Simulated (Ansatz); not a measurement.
Input for Ansatz (an electronic-structure program): R-CCSD(T)/def2-SVP on HCl (SMILES Cl).

Ansatz 0.2 input:
```yaml
crystal:
  periodic: [false, false, false]
  atoms:
    - {symbol: Cl, position_ang: [-0.00000000, -0.00000000, 0.64100645]}
    - {symbol: H, position_ang: [0.00000000, 0.00000000, -0.64100645]}
basis:
  gaussian:
    orbitals: def2-SVP
magnetization: {spin_polarized: false}
correlation: {method: ccsd_t, electrons: outside_noble_gas}
scf: {lower_state_search: off}
```

### Question
Give the final energy of this run.

### Answer
-460.1022 hartree (reference determinant -459.9382, T1 diagnostic 0.005).
